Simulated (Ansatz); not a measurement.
C2H8OSi2, SMILES `O/C([SiH3])=C/[SiH3]`. The species carries charge 0 and has multiplicity 1.

```xyz
13

O    -0.2347    1.8922    1.4058
C    -0.1125    0.7858    0.6268
Si   -0.6474   -0.7633    1.5566
C     0.3327    0.8131   -0.6367
Si    0.5392   -0.6301   -1.7876
H     0.0456    2.6693    0.9056
H    -0.4891   -1.9285    0.6523
H     0.2009   -0.9368    2.7622
H    -2.0670   -0.6297    1.9691
H     0.6078    1.7904   -1.0448
H     1.5084   -1.6357   -1.2746
H     1.0603   -0.0958   -3.0740
H    -0.7444   -1.3309   -2.0608
```

(1) List the harmonic frequencies (cm⁻¹, unscaled) at PBE0-D4/def2-TZVP in Ansatz. (Best estimate.)

(2) Is this a minimum?

(3) Give the ideal-gas thermochemistry at 298.15 K and 1 bar (rigid rotor, harmonic oscillator; point group Cs, symmetry number 1).

(4) Rotational constants (cm⁻¹)?

## Answers

(1) The calculation gave: 64, 141, 144, 168, 272, 339, 378, 494, 548, 654, 660, 683, 691, 830, 846, 905, 933, 941, 947, 948, 952, 1163, 1194, 1372, 1643, 2215, 2217, 2224, 2238, 2243, 2252, 3084, 3782.

(2) Yes, all 33 modes are real.

(3) Zero-point energy 228.3 kJ/mol; H(298) − E = 252.1 kJ/mol; entropy 366.4 J/(mol·K), of which translation 166.8, rotation 116.1, vibration 83.5; G(298) − E = 142.8 kJ/mol. Modes under 100 cm⁻¹ are hindered rotations or soft bends, so the harmonic entropy is rough.

(4) 0.1441, 0.06344, 0.04544.
